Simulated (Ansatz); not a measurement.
Ansatz results at the PBE0-D4/def2-TZVP geometry: HOMO energy (ωB97M-V/def2-TZVPP) -9.55 eV; LUMO energy (ωB97M-V/def2-TZVPP) 1.69 eV; LUMO energy (PBE0/def2-TZVPP) 0.05 eV.

Each molecule was computed in one conformer, which needn't be the lowest.

**Question.** Which molecule gave them?
A. `N[Si](O)([SiH3])O[SiH3]`
B. `C#C[SiH](F)Cl`
C. `CO[Si](C#N)(C#N)C#N`
D. `CC[SiH](O)O`

**Answer.** A. The others give `CC[SiH](O)O`: -10.39, 2.17, 0.74; `CO[Si](C#N)(C#N)C#N`: -12.59, -0.63, -2.73; `C#C[SiH](F)Cl`: -11.14, 1.12, -0.91.
